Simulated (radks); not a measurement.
Effect of the nuclear size on the gold ion Au+, [Xe] 4f14 5d10. Calculated with a radial shooting solver on a logarithmic mesh with Libxc functionals: Dirac Kohn-Sham, BLYP, spin-unpolarised, spherical densities, finite nucleus; Fermi nuclear charge, rms radius 5.4371 fm. The rms radius is varied about that value; shifts are against it.

rms radius (fm)  total energy shift (eV)  density at nucleus (e/bohr^3)  1s1/2 shift (meV)  2s1/2 shift (meV)  5s1/2 shift (meV)  5p1/2 shift (meV)  5d5/2 shift (meV)  6s1/2 (empty) shift (meV)  6p1/2 (empty) shift (meV)
4.5672                             -28.9                      2.299e+06             -11600              -1710              -19.7             -0.557              0.080                      -2.05                     -0.105
5.0402                             -13.5                       2.21e+06              -5430               -802              -9.25             -0.262              0.038                     -0.962                     -0.049
5.4371                                 0                      2.144e+06              0.000              0.000              0.000              0.000              0.000                      0.000                      0.000
5.8123                              13.4                      2.087e+06               5360                792               9.12              0.260             -0.037                      0.949                      0.049
6.2962                              31.4                      2.021e+06              12600               1860               21.4              0.611             -0.087                       2.23                      0.115

Slopes of the eigenvalues against <r^2> in GHz/fm^2, as finite differences over the two radii next to the reference (eigenvalue slopes, not the field-shift constants of lines): 1s1/2 311000, 2s1/2 46000, 5s1/2 530, 5p1/2 15.1, 5d5/2 -2.16, 6s1/2 (empty) 55.2, 6p1/2 (empty) 2.83.
